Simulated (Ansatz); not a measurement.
Pulling on the Bi1–H2 bond in BiFH2 (SMILES [F][BiH2]) (multiplicity 1 held, fragments rigid). Energies count from the point at 1.806 Å.
Geometry at that point (charge 0, multiplicity 1):
```
atom    x (Å)    y (Å)    z (Å)
----  -------  -------  -------
Bi    -0.0977  -0.1152   0.1228
H     -1.5778   0.1833  -0.8682
H      0.3239  -1.5108  -0.9431
F      1.0407   1.2094  -0.9316
```

R- and RO- levels are restricted; in cc, def2 and unpolarised 6-31G sets they are followed outwards from rest. Unrestricted levels (U-) break spin symmetry where that is lower. Active spaces are followed from a long bond inwards. Levels need not reach the same state.

Frozen-core correlation. Filled d and f shells under p-block atoms count as core.

Programs: Ansatz (a first-principles code). Values without a source in brackets are computed. In def2 rows elements past Kr take small-core potentials, without spin–orbit coupling.

Energies in kcal/mol.

| R (Å) | R-HF/def2-TZVPP | U-B3LYP/def2-TZVPP | U-wB97X-V/def2-TZVPP | R-MP2/def2-TZVPP | FIC-MRCISD+Q on CASSCF(2,2)/def2-TZVPP |
|---|---|---|---|---|---|
| 1.445 | 27.9 | 29.6 | 27.7 | 29.1 | 30.1 |
| 1.625 | 4.4 | 5.6 | 4.6 | 5.0 | 5.6 |
| 1.806 | 0.0 | 0.0 | 0.0 | 0.0 | 0.0 |
| 1.987 | 5.2 | 3.5 | 4.7 | 4.4 | 3.6 |
| 2.167 | 14.9 | 11.2 | 13.8 | 13.4 | 11.4 |
| 2.438 | 32.5 | 25.7 | 30.4 | 29.5 | 25.2 |
| 2.709 | 50.4 | 39.9 | 46.0 | 45.4 | 37.8 |
| 3.161 | 76.6 | 54.2 | 58.1 | 67.3 | 52.0 |
| 3.612 | 97.4 | 59.9 | 61.7 | 82.0 | 58.5 |
| 4.154 | 115.8 | 62.1 | 62.9 | 90.7 | 61.1 |
| 4.876 | 132.3 | 62.8 | 63.3 | 90.3 | 61.8 |
| 5.779 | 144.5 | 63.0 | 63.3 | 78.2 | 62.0 |

Doubts at one or more of the structures used: a restricted determinant that unrestricted orbitals would lower (R-HF/def2-TZVPP, R-MP2/def2-TZVPP); a spin-contaminated determinant (U-B3LYP/def2-TZVPP, U-wB97X-V/def2-TZVPP).
